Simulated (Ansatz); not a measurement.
Basis-set extrapolation for CH$_{6}$ClNSi$_{2}$, SMILES `[SiH3][C@@H]1N[Si@H]1Cl` (PBE0-D4/def2-TZVP geometry, frozen core, Ansatz). Multiplicity 1, RHF reference.

|  | def2-TZVPP | def2-QZVPP |
| --- | --- | --- |
| HF | -1133.263528 | -1133.299082 |
| MP2 correlation | -0.807182 | -0.870669 |
| CCSD(T) correlation | -0.900136 | not run |

Energies in hartree. Use E(X) = E(∞) + A·exp(−7.88·√X) for Hartree–Fock and E(X) = E(∞) + B·X^(−2.97) for correlation, with X = 3 and 4, and add CCSD(T) minus MP2 of the smaller set to the MP2 limit.

What is the CCSD(T) energy at the basis-set limit?

HF limit: -1133.299082 + (-0.035554) × 0.13774 = -1133.30398. MP2 limit: -0.870669 + (-0.063487) × 0.74074 = -0.91770. Higher-order term: -0.900136 − (-0.807182) = -0.09295. Total: -1134.31463 hartree, 94.7 kcal/mol below CCSD(T)/def2-TZVPP.
